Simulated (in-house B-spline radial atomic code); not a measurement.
Configurations of Br⁶⁺, with energies counted from [Ar] 3d10 4s1. Computed with a radial B-spline atomic code at the basis-set limit: Dirac-Hartree-Fock, average of configuration, Fermi nucleus of rms radius 4.1629 fm. Energies include first-order Breit, QED and recoil terms.

Occupations are held fixed; configurations that lie above the ionisation limit could autoionise.

| configuration | E - E(ref) (eV) | highest orbital | its <r> (bohr) |
| --- | --- | --- | --- |
| [Ar] 3d10 (5f5/2)1 | 74.5 | 5f5/2 | 4.351 |
| [Ar] 3d10 7s1 | 80.493 | 7s1/2 | 6.751 |
| [Ar] 3d10 (8f7/2)1 | 91.125 | 8f7/2 | 12.6 |
| [Ar] (3d3/2)3 (3d5/2)6 4s1 (5p3/2)1 | 125.11 | 5p3/2 | 2.999 |
| [Ar] (3d3/2)4 (3d5/2)5 4s1 (8f5/2)1 | 159.7 | 8f5/2 | 12.46 |
| [Ne] 3s2 (3p1/2)2 (3p3/2)3 3d10 4s1 (6g9/2)1 | 269.27 | 6g9/2 | 6.257 |

**Question.** Order these further configurations by energy, lowest first.
A. [Ar] 3d10 (8p3/2)1
B. [Ar] (3d3/2)3 (3d5/2)6 4s1 (6g9/2)1
C. [Ne] 3s2 (3p1/2)2 (3p3/2)3 3d10 4s1 (4f5/2)1
D. [Ne] 3s2 (3p1/2)2 (3p3/2)3 3d10 4s1 (6f5/2)1
E. [Ar] (3d3/2)4 (3d5/2)5 4s1 (4p3/2)1

**Answer.** E (81.1 eV), A (87.539 eV), B (152.88 eV), C (244.66 eV), D (268.69 eV).

**Question.** How far above the reference does [Ne] 3s2 (3p1/2)2 (3p3/2)3 3d10 4s1 (7g7/2)1 lie?

**Answer.** 274.19 eV; its least bound orbital is 7g7/2 with <r> = 9.035 bohr.

**Question.** How far above the reference does [Ar] (3d3/2)4 (3d5/2)5 4s1 (4f5/2)1 lie?

**Answer.** 127.24 eV; its least bound orbital is 4f5/2 with <r> = 2.394 bohr.
